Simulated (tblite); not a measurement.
Compound: C₇H₁₀F (doublet state).
Geometry (GFN2-xTB, Å), atoms numbered from 1 in this order:
```
atom  x, y, z in Å
F1    -2.925   -0.325   -0.159
C2    -1.551   -0.386   -0.245
C3    -0.911   -0.679    1.129
C4     0.423   -0.030    1.026
C5     1.659   -0.702    0.497
C6     1.566    0.226   -0.732
C7     0.420    1.021   -0.061
C8    -0.967    0.960   -0.700
H9    -1.332   -1.190   -0.957
H10   -1.525   -0.193    1.894
H11   -0.861   -1.744    1.351
H12    2.553   -0.524    1.095
H13    1.573   -1.774    0.314
H14    1.239   -0.294   -1.629
H15    2.462    0.802   -0.952
H16    0.704    2.036    0.214
H17   -0.933    1.046   -1.786
H18   -1.602    1.757   -0.310
```

Calculated harmonic vibrations of the isolated species, GFN2-xTB (tblite), most abundant isotopes, no scaling. This tight-binding method is rough: wavenumbers can miss measured ones by several per cent, in bad cases by 10 to 20. One conformer, not necessarily the lowest. Open shells enter through the occupations alone, without spin polarisation, and single modes of such species can be off by tens of per cent.

Harmonic wavenumbers (cm⁻¹): 89.0, 116.5, 293.1, 307.7, 381.5, 454.0, 527.8, 594.4, 700.3, 784.2, 865.9, 866.5, 893.0, 906.3, 951.2, 981.9, 1021.5, 1037.5, 1044.2, 1066.8, 1108.7, 1128.4, 1149.6, 1164.5, 1169.1, 1195.5, 1207.2, 1235.5, 1242.8, 1259.4, 1263.0, 1285.3, 1315.1, 1322.5, 1450.9, 1459.4, 1467.9, 1472.5, 2914.6, 2945.3, 2953.4, 2971.0, 2982.3, 2998.1, 3003.3, 3006.6, 3008.2, 3020.5.

A = 4442, B = 1596, C = 1356 MHz; mass 113.077 u (most abundant isotopes); point group C1, symmetry number 1; spin multiplicity 2.

Task: Zero-point energy?

Result: ½Σν̃ = 33292 cm⁻¹ = 95.19 kcal/mol.

Task: Entropy at 400 K, 1 bar (ideal gas, RRHO, classical rotation)?

Result: Translation 41.57, rotation 28.78, vibration 22.57, spin (R ln 2) 1.38: S = 94.3 cal/(mol K).

Task: And Cp and H(400 K) − H(0)?

Result: Cp = 40.01 cal/(mol K), of which vibrations give 32.06 (their classical limit is 48 R = 95.4); H(400 K) − H(0) = 8.49 kcal/mol without the zero-point energy, 5.31 from vibrations.

Task: How do the functions run with temperature in this model?

Result: 
```tsv
T (K)	S (cal/(mol K))	Cp (cal/(mol K))	H − H(0) (kcal/mol)	G − H(0) (kcal/mol)	ln q(vib)
50	56.1	10.0	0.43	-2.37	0.12
100	63.9	12.8	1.00	-5.39	0.57
298.15	84.2	29.2	4.97	-20.14	3.07
373.15	91.6	37.2	7.46	-26.73	4.23
500	104.3	49.4	12.98	-39.15	6.42
750	127.7	66.0	27.58	-68.21	11.16
1000	148.2	76.4	45.47	-102.76	15.95
```

q(vib) and H(0) count from the zero-point level.

Task: What must be added to the electronic energy to get the Gibbs energy at 400 K and 1 bar?

Result: ZPE + [H(400 K) − H(0)] − T·S = 95.19 + 8.49 − 37.72 = 65.96 kcal/mol.

Hindered rotation and anharmonicity are outside this model. Other conformers, if any are populated, would add a mixing term that is left out. The structure is chiral; the term R ln 2 for an equal mix with its mirror image is left out.

On Arm Neoverse V1, one thread, shared host with 32 logical CPUs at a one-minute load of 29, this took 0.54 s wall. This covers the Hessian and the dipole derivatives.
